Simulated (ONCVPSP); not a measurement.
## Pseudopotential generation for nickel: ONCV, PBE, scalar-relativistic.

- Element: nickel
- Generator: ONCVPSP 4.0.1
- Type: optimised norm-conserving Vanderbilt (ONCV)
- Functional: PBE
- Relativity: scalar-relativistic
- Frozen core: [Ne]
- Valence charge: 18
- Reference configuration: 3s2 3p6 3d8 4s2
- Partial waves: 3s+4s: rc 1.45 bohr, ncon 4, nbas 9, qcut 10.8 1/bohr, 2 projectors; 3p: rc 0.95 bohr, ncon 4, nbas 7, qcut 15.3 1/bohr, 1 projector; 3d: rc 0.95 bohr, ncon 4, nbas 9, qcut 15.9 1/bohr, 2 projectors, debl 0.6 Ha
- Local potential: polynomial inside 0.90 bohr (lpopt 5, dvloc0 3 Ha)
- Core correction: Teter function fitted to the true core (icmod 2), fcfact 0.45

All-electron outer shells of the reference configuration (PBE, scalar-relativistic, ld1.x):

| shell | level (eV) | outermost node (bohr) | outermost maximum (bohr) |
| --- | --- | --- | --- |
| 2p | -844.68 | – | 0.16 |
| 3s | -111.06 | 0.30 | 0.64 |
| 3p | -71.39 | 0.27 | 0.65 |
| 3d | -8.87 | – | 0.63 |
| 4s | -5.64 | 0.92 | 2.24 |

**Question.** Does the generator finish with these settings?

**Answer.** Yes, a potential is produced and its reference levels are reproduced.

**Question.** Estimate the cutoffs (Ha) at which the residual kinetic energy of the hardest occupied pseudo-wave falls to 1 and 0.1 mHa per electron.

**Answer.** 100 Ha and 112 Ha.

**Question.** What does a ghost test show?

**Answer.** No bound ghost flagged; no localised positive-energy state flagged.

**Question.** Which valence shell sets the plane-wave cutoff?

**Answer.** 3d: 100 Ha for 1 mHa per electron, against 56 Ha for 3p.

**Question.** Tests: 3s2 3p6 3d8 4s1; 3s2 3p6 3d8 4s0; 3s2 3p6 3d7 4s0; 3s2 3p6 3d8 4s1.5. Which has the largest error in its energy relative to the reference configuration, and how large is it?

**Answer.** 3s2 3p6 3d7 4s0, with -6.7 meV (all-electron minus pseudo) on +64.14 eV.
